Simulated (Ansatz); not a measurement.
Saddle point of SiH₂BrF₃, singlet (SiHBrF₂ ([F][SiH]([F])[Br]) + HF → SiHF₃ ([F][SiH]([F])[F]) + HBr; bonds formed: Si1–F7, Br2–H6; bonds broken: Si1–Br2, H6–F7), PBE0-D4/def2-TZVP structure:

Si1  (-0.219, 0.486, -0.234)
Br2  (-0.144, -2.085, -0.002)
F3  (-1.259, 0.207, -1.409)
F4  (-1.111, 0.933, 0.986)
H5  (0.592, 1.528, -0.868)
H6  (0.939, -1.123, 0.743)
F7  (1.203, 0.054, 0.783)
(Å)

Energies are electronic, without zero-point energy. Barriers and step energies count from the start structure reached by relaxing down the imaginary mode; all methods use the PBE0-D4 structures, on which another method's saddle can fall below an end. Ansatz 0.2.0; basis: def2-TZVPP, with def2-QZVPP for the basis limit; cores frozen in the correlated methods. Filled d shells of the heavier atoms are correlated. The def2 sets are not built for correlating such inner shells, so the correlated values are less sure here. B3LYP uses VWN-RPA correlation. Extrapolation: Hartree–Fock as exp(−7.88 √X), correlation as X^−2.97.

| method | barrier (kcal/mol) | step energy (kcal/mol) |
| --- | --- | --- |
| SPW92 | 13.07 | -10.90 |
| PBE-D4 | ? | -10.74 |
| BLYP-D4 | 24.47 | -13.71 |
| r2SCAN-D4 | 23.18 | -13.42 |
| B97M-V | 27.32 | -15.20 |
| PBE0-D4 | 26.04 | -11.60 |
| B3LYP-D4 | 27.36 | -14.26 |
| r2SCAN0-D4 | 26.50 | -13.52 |
| BHLYP-D4 | 31.84 | -15.22 |
| CAM-B3LYP-D4 | ? | -15.81 |
| wB97X-V | ? | -13.69 |
| wB97M-V | 26.44 | -13.34 |
| B2PLYP | 28.12 | -15.62 |
| PBE-QIDH | 28.43 | -13.24 |
| RPA on PBE | 28.27 | -16.25 |
| HF | 43.24 | -19.32 |
| MP2 | 28.35 | -13.96 |
| CCSD | 32.01 | -16.02 |
| CCSD(T) | 29.49 | -15.24 |

**Question.** Fill in the withheld barriers. (Judge from chemistry; the value comes from the calculation.)

**Answer.** The calculation gives: PBE-D4 21.75; wB97X-V 27.73; CAM-B3LYP-D4 26.85 kcal/mol. Each is the energy of the saddle less that of the start structure, by the same method.

For comparison, the barrier by CCSD(T) at an estimated basis limit (MP2 extrapolated from triple and quadruple zeta, plus CCSD(T) − MP2 in triple zeta) is 29.34 kcal/mol.

No T1 diagnostic of these runs exceeds 0.011.

Labels in which every atom is bracketed show which atoms are joined, not bond orders.

For scale, one of the runs: CCSD(T)/def2-TZVPP, 211 basis functions, launched by `ansatz run in.yaml --threads 8 --pin off --events-out ev --progress --plain --max-ram 19148MiB`. Hardware: 8 CPU threads of an Arm Neoverse V1, shared host. Wall time 85 s; peak host memory 3.3 GiB.
